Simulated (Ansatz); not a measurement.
Steps of a relaxation of CH₄AlF₃O, SMILES `C[OH+][Al-]([F])([F])[F]` with RKS PBE-D4/def2-SVP.

```sh
$ ansatz run in.yaml --threads 4 --pin off --events-out ev --progress --plain --max-ram 10444MiB
```

```yaml
crystal:
  periodic: [false, false, false]
  atoms:
    - {symbol: C, position_ang: [0.405200, -1.067700, 0.822700]}
    - {symbol: O, position_ang: [0.884700, -0.016900, -0.016300]}
    - {symbol: Al, position_ang: [-0.511300, 1.078400, -0.649900]}
    - {symbol: F, position_ang: [-1.575200, 0.108800, -1.597300]}
    - {symbol: F, position_ang: [0.218800, 2.359200, -1.700900]}
    - {symbol: F, position_ang: [-1.329400, 1.851600, 0.757400]}
    - {symbol: H, position_ang: [1.209600, -1.676900, 1.163600]}
    - {symbol: H, position_ang: [-0.340800, -1.646500, 0.264400]}
    - {symbol: H, position_ang: [-0.109200, -0.566700, 1.761000]}
    - {symbol: H, position_ang: [1.230700, -0.474400, -0.801700]}
basis:
  gaussian: {orbitals: def2-SVP}
hamiltonian: {xc: pbe, dispersion: d4}
relax: {f_tol: 0.03, max_steps: 200}
```

Positions (Å) and forces (eV/Å) along the path, 9 of 9 steps:

```xyz
10
step=1 energy=-17876.6728 eV
C     0.405   -1.068    0.823   -2.285    0.994    2.210
O     0.885   -0.017   -0.016    0.244    0.226   -0.420
Al   -0.511    1.078   -0.650   -2.030    4.159   -0.822
F    -1.575    0.109   -1.597    1.010    0.065    0.843
F     0.219    2.359   -1.701   -0.634   -2.172    1.623
F    -1.329    1.852    0.757    1.429   -1.533   -1.674
H     1.210   -1.677    1.164    1.196   -0.807    0.407
H    -0.341   -1.647    0.264   -0.326   -0.309   -0.022
H    -0.109   -0.567    1.761    0.823   -0.747   -1.660
H     1.231   -0.474   -0.802    0.573    0.123   -0.485
10
step=2 energy=-17877.3293 eV
C     0.355   -1.035    0.813   -0.725    0.246    0.855
O     0.824    0.022   -0.062    0.305   -0.431   -0.258
Al   -0.562    1.163   -0.683   -0.837    1.748   -0.026
F    -1.509    0.009   -1.537    0.582    0.590    0.527
F     0.305    2.307   -1.693   -0.896   -1.304    1.144
F    -1.237    1.708    0.856    0.824   -0.688   -1.727
H     1.204   -1.623    1.179    0.319   -0.171    0.036
H    -0.390   -1.665    0.289    0.012   -0.020   -0.057
H    -0.147   -0.528    1.683    0.280   -0.172   -0.561
H     1.240   -0.409   -0.842    0.136    0.200    0.068
10
step=3 energy=-17877.3263 eV rejected
C     0.308   -1.057    0.848    0.380   -0.086   -1.403
O     0.776   -0.088   -0.119   -1.029    2.635    1.582
Al   -0.581    1.196   -0.665    0.085   -0.242   -0.099
F    -1.489   -0.005   -1.433   -0.187    0.227   -0.042
F     0.269    2.259   -1.649   -0.086   -0.117    0.119
F    -1.139    1.699    0.841    0.016   -0.018   -0.084
H     1.220   -1.563    1.199   -0.240   -0.356    0.529
H    -0.353   -1.681    0.218   -0.295   -0.581    0.735
H    -0.243   -0.464    1.604    0.142   -0.225    0.005
H     1.315   -0.348   -0.841    1.216   -1.238   -1.341
10
step=4 energy=-17877.5654 eV
C     0.341   -1.044    0.825    0.087   -0.030   -0.172
O     0.804   -0.001   -0.081    0.139   -0.002    0.025
Al   -0.583    1.196   -0.688   -0.331    0.088   -0.065
F    -1.500    0.037   -1.511    0.065    0.160    0.087
F     0.278    2.269   -1.648   -0.031   -0.073    0.081
F    -1.204    1.688    0.800    0.093   -0.053   -0.158
H     1.209   -1.625    1.186   -0.016   -0.020    0.010
H    -0.400   -1.681    0.304    0.007   -0.055    0.034
H    -0.146   -0.515    1.662   -0.018    0.067    0.014
H     1.285   -0.376   -0.848    0.005   -0.081    0.144
10
step=5 energy=-17877.5737 eV
C     0.340   -1.051    0.814    0.054    0.052   -0.053
O     0.801   -0.007   -0.091    0.072   -0.067    0.026
Al   -0.588    1.204   -0.681   -0.194    0.051   -0.062
F    -1.532    0.059   -1.484    0.003    0.091    0.032
F     0.278    2.262   -1.650   -0.010   -0.027    0.039
F    -1.172    1.705    0.815    0.045   -0.028   -0.070
H     1.215   -1.586    1.228   -0.017   -0.012    0.022
H    -0.352   -1.736    0.287    0.008   -0.012   -0.005
H    -0.202   -0.513    1.611   -0.002   -0.011    0.030
H     1.294   -0.388   -0.845    0.041   -0.036    0.042
10
step=6 energy=-17877.5794 eV
C     0.345   -1.059    0.809   -0.013    0.005    0.012
O     0.794   -0.021   -0.105   -0.041   -0.044    0.006
Al   -0.601    1.214   -0.684   -0.027   -0.045   -0.039
F    -1.597    0.111   -1.475    0.005    0.035    0.016
F     0.283    2.254   -1.653    0.020    0.014   -0.014
F    -1.134    1.718    0.826   -0.006   -0.005    0.025
H     1.226   -1.539    1.284   -0.104    0.043   -0.035
H    -0.287   -1.800    0.273    0.061    0.064    0.070
H    -0.262   -0.524    1.566    0.072   -0.077   -0.048
H     1.315   -0.404   -0.838    0.035    0.010    0.007
10
step=7 energy=-17877.5813 eV
C     0.347   -1.060    0.812    0.008    0.027   -0.006
O     0.787   -0.025   -0.108   -0.065   -0.020    0.006
Al   -0.606    1.214   -0.691    0.018   -0.034   -0.010
F    -1.609    0.127   -1.490   -0.005    0.009    0.002
F     0.289    2.255   -1.650    0.015    0.010   -0.012
F    -1.137    1.709    0.822   -0.010    0.000    0.027
H     1.229   -1.538    1.281   -0.033    0.012   -0.013
H    -0.287   -1.802    0.286    0.018    0.021    0.028
H    -0.251   -0.527    1.575    0.025   -0.027   -0.024
H     1.321   -0.404   -0.834    0.029    0.003    0.001
10
step=8 energy=-17877.5825 eV
C     0.350   -1.062    0.815    0.008    0.026   -0.009
O     0.771   -0.035   -0.119   -0.028   -0.010   -0.029
Al   -0.613    1.215   -0.699    0.047   -0.017    0.017
F    -1.633    0.155   -1.511   -0.005    0.003   -0.003
F     0.301    2.254   -1.643   -0.007   -0.005    0.001
F    -1.137    1.697    0.823   -0.006   -0.003   -0.002
H     1.239   -1.524    1.284    0.009   -0.006    0.003
H    -0.278   -1.819    0.306   -0.004   -0.008   -0.003
H    -0.248   -0.528    1.575   -0.007    0.004    0.008
H     1.331   -0.406   -0.829   -0.007    0.016    0.016
10
step=9 energy=-17877.5830 eV
C     0.353   -1.063    0.819    0.004   -0.004    0.002
O     0.758   -0.044   -0.129   -0.006   -0.004   -0.022
Al   -0.615    1.215   -0.703    0.008   -0.001    0.005
F    -1.649    0.179   -1.528    0.006   -0.001   -0.001
F     0.309    2.256   -1.635    0.001   -0.005    0.001
F    -1.138    1.688    0.822    0.001   -0.004    0.003
H     1.248   -1.512    1.289    0.012   -0.002    0.002
H    -0.270   -1.833    0.322   -0.003   -0.002   -0.006
H    -0.247   -0.528    1.576   -0.010    0.013    0.002
H     1.333   -0.410   -0.830   -0.015    0.010    0.013
```

Run time 19 s (4 threads of an Arm Neoverse N1 on a shared host); peak host memory 0.15 GiB.
